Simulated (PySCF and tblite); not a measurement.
Values are calculated unless marked as measured or tabulated.
System: C3H6O2Si, numbered as in [O:1]=[CH:2]/[CH:3]=[CH:4]\[O:5][SiH3:6].

Level: PBE0/pcSseg-1 + D3(BJ) on PBE0-D3(BJ)/def2-SVP stationary points, with GFN2-xTB thermal terms. Rate constants are transition-state-theory values, counting equivalent paths, without tunnelling. Run with tblite and PySCF.

Q: How high is the barrier to the shift of Si6 from O5 to O1, through which structure does it pass, and what rate follows at 298 K?

A: The electronic barrier is 5.7 kcal/mol and ΔG‡(298 K) 6.4 kcal/mol, over a Cs saddle with an imaginary mode of 159i cm⁻¹ (GFN2-xTB). With 2 equivalent paths, k is 2.4×10⁸ s⁻¹, a mean lifetime of the start of 4.1 ns against this motion.
